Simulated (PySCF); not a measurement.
Compound: pentafluorobenzonitrile, C7F5N.
InChI=1S/C7F5N/c8-3-2(1-13)4(9)6(11)7(12)5(3)10

Method: PySCF, PBE0-D3(BJ)/def2-SVP geometry optimisation, gas phase.

Masses are those of the commonest isotopes; rigid-rotor values at the optimised geometry. 

**Question.** What are A, B and C (MHz)?

**Answer.** Ia = 490.38, Ib = 658.72, Ic = 1149.10 u·Å²; 505379 MHz·u·Å²/I gives A = 1031, B = 767.2, C = 439.8 MHz.

**Question.** What kind of rotor is it?

**Answer.** An asymmetric top; Ray's κ = 0.108.

**Question.** Is it planar, by Δ = Ic − Ia − Ib?

**Answer.** Planar: Δ = Ic − Ia − Ib = -0.01 u·Å². For a rigid frame Δ = −2 Σ m c², so it vanishes when all atoms lie in the ab plane; here none is more than 0.01 Å from it.

**Question.** Give the coordinates in the principal-axis frame, origin at the centre of mass.

**Answer.** The sense of each axis is arbitrary; atoms in the order of the calculation.
```
atom  mass (u)   a (Å)   b (Å)   c (Å)
  N1    14.003   3.793   0.001   0.004
  C2    12.000   2.635   0.000   0.000
  C3    12.000   1.211  -0.001  -0.002
  C4    12.000   0.498   1.207  -0.001
  F5    18.998   1.144   2.351  -0.004
  C6    12.000  -0.893   1.212   0.002
  F7    18.998  -1.556   2.351   0.005
  C8    12.000  -1.584   0.001  -0.001
  F9    18.998  -2.898   0.001  -0.006
 C10    12.000  -0.893  -1.212   0.002
 F11    18.998  -1.557  -2.349   0.006
 C12    12.000   0.498  -1.208  -0.001
 F13    18.998   1.142  -2.354  -0.004
```

**Question.** Where do the levels up to J = 2 lie, in MHz?

**Answer.** Above 0(0,0):
J = 1: 1(0,1) 1207, 1(1,1) 1470, 1(1,0) 1798
J = 2: 2(0,2) 3450, 2(1,2) 3557, 2(1,1) 4539, 2(2,1) 5329, 2(2,0) 5500
The levels of one J sum to (2J + 1)J(J + 1)(A + B + C)/3.

**Question.** Which types of transition are allowed, and where do some lines up to J = 5 fall?

**Answer.** The dipole components are |μa| = 2.82 D, |μb| = 0.00 D, |μc| = 0.00 D; the symmetry axis of this C2v structure is a, so μb and μc vanish by symmetry and there are no b-type or c-type lines. Some lines, for components of 0.1 D or more:

```
type  branch         J(Ka,Kc)   MHz  lower level (cm⁻¹)
   a       Q  1(1,0) ← 1(1,1)   327               0.049
   a       Q  3(2,1) ← 3(2,2)   675               0.299
   a       Q  2(1,1) ← 2(1,2)   982               0.119
   a       Q  5(3,2) ← 5(3,3)  1044               0.749
   a       R  1(0,1) ← 0(0,0)  1207               0.000
   a       Q  4(2,2) ← 4(2,3)  1511               0.455
   a       R  2(1,2) ← 1(1,1)  2087               0.049
   a       Q  5(2,3) ← 5(2,4)  2565               0.644
   a       R  2(1,1) ← 1(1,0)  2741               0.060
   a       R  3(0,3) ← 2(0,2)  3117               0.115
   a       Q  5(1,4) ← 5(1,5)  3861               0.513
   a       R  4(0,4) ← 3(0,3)  3971               0.219
   a       R  3(2,1) ← 2(2,0)  4125               0.183
   a       R  5(1,5) ← 4(1,4)  4836               0.352
   a       R  5(0,5) ← 4(0,4)  4841               0.352
   a       R  4(3,2) ← 3(3,1)  5053               0.373
   a       R  4(3,1) ← 3(3,0)  5358               0.375
   a       R  4(2,2) ← 3(2,1)  5522               0.321
   a       R  5(2,4) ← 4(2,3)  5664               0.455
   a       R  5(3,3) ← 4(3,2)  6235               0.541
   a       R  5(4,2) ← 4(4,1)  6406               0.635
   a       R  5(2,3) ← 4(2,2)  6719               0.505
```

**Question.** Estimate the classical rotational partition function at 25 K, 50 K and 500 K.

**Answer.** Point group C2v, symmetry number σ = 2; q = (√π/σ)·√((kT/h)³/(ABC)), k/h = 20836.6 MHz/K: 17900 at 25 K, 50500 at 50 K, 1600000 at 500 K.

Not checked by PBE0-D3(BJ)/def2-SVP frequencies. Zero-point vibration and centrifugal distortion are left out. Quadrupole hyperfine structure (14N) is left out.
